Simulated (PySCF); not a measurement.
Stepwise substitution at one centre (Al H-CH3). Gas-phase values, no solvent. Strings in code marks are SMILES.

The S1 excitation (TDA) from two functionals at the same geometries (M06-2X/def2-TZVP), both in PySCF: PBE-D3(BJ)/def2-TZVP and M06-2X/def2-TZVP. Excitations are Tamm–Dancoff values on a coarser integration grid. The basis has no diffuse functions, so Rydberg states are missing or too high.

```json
[
 {"species": "1 of 3 H replaced by CH3 (`[CH3][AlH2]`)", "PBE-D3(BJ)/def2-TZVP (eV)": "4.83", "M06-2X/def2-TZVP (eV)": "5.22"},
 {"species": "2 of 3 H replaced by CH3", "PBE-D3(BJ)/def2-TZVP (eV)": "4.96", "M06-2X/def2-TZVP (eV)": "5.36"},
 {"species": "3 of 3 H replaced by CH3 (`[CH3][Al]([CH3])[CH3]`)", "PBE-D3(BJ)/def2-TZVP (eV)": "5.20", "M06-2X/def2-TZVP (eV)": "5.58"}
]
```

Over these rows, drawn at random from the members with no instability flagged (it was tested for open shells, ions and some series alone), PBE minus M06-2X: mean -0.39 eV, from -0.40 eV to -0.39 eV.
